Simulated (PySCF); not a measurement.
# Heteronuclear NMR

Cartesian coordinates in Å; atom numbers follow the order of the lines, from 1:
```xyz
18

C    -0.648    2.488    0.005
C     0.408    1.393   -0.070
B    -0.150   -0.061   -0.331
O     0.649   -1.164   -0.444
C     2.042   -1.102   -0.342
O    -1.490   -0.235   -0.454
C    -2.078   -1.490   -0.674
H    -0.204    3.483    0.167
H    -1.358    2.299    0.824
H    -1.242    2.531   -0.920
H     1.150    1.624   -0.857
H     1.007    1.369    0.861
H     2.488   -0.480   -1.137
H     2.445   -2.121   -0.439
H     2.368   -0.696    0.631
H    -2.947   -1.360   -1.337
H    -1.375   -2.201   -1.133
H    -2.434   -1.919    0.277
```

[PySCF 2.14: PBE0-D3(BJ)/def2-SVP geometry; PBE0/pcSseg-1 with gauge-including orbitals; B3LYP/pcJ-1 coupling constants (spin–dipole term only in couplings to heteroatoms); equivalent nuclei averaged; one computed conformer; non-relativistic Hamiltonian; no solvent model]

Predict the $^{17}$O NMR data.

Results:


```csv
atoms,environment,σ (ppm),δ (ppm)
O4/O6,"oxygen bonded to C, B",230.7,58.3
```

Shieldings were converted by a linear fit to measured shifts: $^{17}$O: δ = 264.06 − 0.892σ (rms 13.4 ppm, 147 shifts, 14.2 ppm with the 1 outlier that the fit left out vs liquid water, solution or neat liquid). Occasional misses reach two or three times the rms, and more in compound classes unlike the fitted ones. Couplings are scaled by factors fitted to measured values: $^{2}J$(H,H) × 0.91 (rms 0.6 Hz), $^{3}J$(H,H) × 0.91 (rms 0.4 Hz, 0.5 with 2 outliers); all others are unscaled and can be 10–30 % off.

Couplings (the largest are listed; each averaged over equivalent pairs; quadrupolar broadening usually hides them): $^{1}J$(O4,C5) = 17.6 Hz, $^{1}J$(B3,O4) = -10.9 Hz, $^{2}J$(C2,O4) = -6.7 Hz, $^{2}J$(O4,H13) = -5.4 Hz, $^{3}J$(O4,C7) = -2.9 Hz, $^{3}J$(C1,O4) = -1.4 Hz.

On a 500 MHz spectrometer $^{17}$O resonates near 67.8 MHz, so 1 ppm is 67.8 Hz.
